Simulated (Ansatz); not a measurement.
```xyz
14

O     1.6943    0.3901    1.5424
C     0.6905    0.2798    0.6223
C     0.0790    1.3533    0.0035
C    -0.9353    1.1357   -0.9207
C    -1.3288   -0.1583   -1.2176
C    -0.7145   -1.2371   -0.5961
C     0.2958   -1.0262    0.3250
O     0.8949   -2.0760    0.9312
H     1.9022    1.3159    1.6888
H     0.3968    2.3637    0.2447
H    -1.4119    1.9801   -1.4031
H    -2.1190   -0.3356   -1.9371
H    -1.0086   -2.2567   -0.8150
H     1.5647   -1.7286    1.5317
```

Total charge 0; spin multiplicity 1.

(1) List the CAM-B3LYP/def2-TZVPP orbital energies in eV (Ansatz). (Best estimate.)

Results:

(1) Ansatz gave: Occupied: -523.70, -523.15, -280.58, -280.45, -279.01, -278.80, -278.77, -278.75, -31.83, -30.94, -25.57, -22.64, -22.36, -19.66, -18.72, -17.23, -16.73, -15.20, -14.65, -14.03, -13.76, -13.19, -12.64, -12.25, -11.69, -11.26, -11.06, -8.27, -7.43. Lowest empty: 1.00, 1.45, 1.46, 2.41, 2.98, 3.46, 3.98, 4.38.
